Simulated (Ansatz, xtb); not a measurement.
## Relative energy of two isomers of C4H3BrN2

Structure I is `Brc1ncccn1`, a singlet and structure II is `Brc1ccncn1`, a singlet. Both are isolated molecules in the gas phase, relaxed with r2SCAN-D4/def2-SVP.

**Question.** Estimate E(II) − E(I) at the level CCSD(T)/def2-SVP + ΔMP2/def2-TZVPP.

**Answer.** Calculated at CCSD(T)/def2-SVP + ΔMP2/def2-TZVPP: E(II) − E(I) = −1.53 kcal/mol, so structure II lies lower.

The same difference at several levels:

| level | geometry | E(II) − E(I) (kcal/mol) | departure from the last row (kcal/mol) | job, with rough time for the two |
| --- | --- | --- | --- | --- |
| GFN2-xTB | GFN2-xTB | +0.48 | +2.01 | optimisation, 0.39 s |
| HF/STO-3G | GFN2-xTB | +0.31 | +1.84 | single point, 1.7 s |
| r2SCAN-D4/def2-SVP//GFN2-xTB | GFN2-xTB | −1.04 | +0.49 | single point, 9 s |
| r2SCAN-D4/def2-SVP | r2SCAN-D4/def2-SVP | −1.07 | +0.46 | optimisation, 83 s |
| HF/def2-SVP | r2SCAN-D4/def2-SVP | −1.15 | +0.37 | part of the CCSD(T) run |
| MP2/def2-SVP | r2SCAN-D4/def2-SVP | −1.27 | +0.26 | part of the CCSD(T) run |
| CCSD(T)/def2-SVP | r2SCAN-D4/def2-SVP | −1.31 | +0.21 | single point |
| CCSD(T)/def2-SVP + ΔMP2/def2-TZVPP | r2SCAN-D4/def2-SVP | −1.53 |  | single point, 3.5 min |

As drawn, both hold the same kinds of bond in the same numbers.

GFN2-xTB, HF/STO-3G find them nearly level. The largest departure from CCSD(T)/def2-SVP + ΔMP2/def2-TZVPP is that of GFN2-xTB, 2.01 kcal/mol. The last row adds to CCSD(T) the change of the MP2 difference between the two basis sets, here −0.21 kcal/mol.

With thermal terms from frequencies at re-optimised GFN2-xTB minima (ideal gas, soft modes damped towards free rotors, one conformer each, 298.15 K, 1 atm): the zero-point term adds 0.00 kcal/mol; ΔH is −1.52 and ΔG −1.97 kcal/mol.

The correlated steps freeze 15 core orbitals; the filled d shell of Br is correlated, in a basis made for valence electrons. Run with Ansatz 0.2.0, xtb 6.7.1; the last row on 2 threads of AMD EPYC (Zen 3) on a shared host.
